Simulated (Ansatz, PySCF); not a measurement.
Caution: the highest occupied level lies above zero, so the state may not be bound. This singlet lies 0.43 eV below the relaxed triplet at the level frozen-core CCSD(T)/aug-cc-pVTZ // B3LYP-D3(BJ)/def2-SVPD (Ansatz, a first-principles code).

B3LYP has the VWN-RPA correlation part, as in Gaussian. 

```xyz
5

C      1.2693     0.0313    -0.3063
C      0.0750    -0.0383    -0.6102
B     -1.3441    -0.2777    -1.2326
F     -2.3364     0.2857    -0.4346
H      2.3361    -0.0011    -0.1930
```

Charge -1, multiplicity 1.

Question: Give the Mulliken and meta-Löwdin atomic charges from B3LYP-D3(BJ)/def2-TZVPD // B3LYP-D3(BJ)/def2-SVPD (PySCF).

Answer: 
| atom | Mulliken (e) | meta-Löwdin (e) |
|---|---|---|
| C1 | -0.02 | -0.33 |
| C2 | 0.00 | -0.13 |
| B3 | -0.75 | -0.29 |
| F4 | -0.44 | -0.38 |
| H5 | 0.21 | 0.13 |
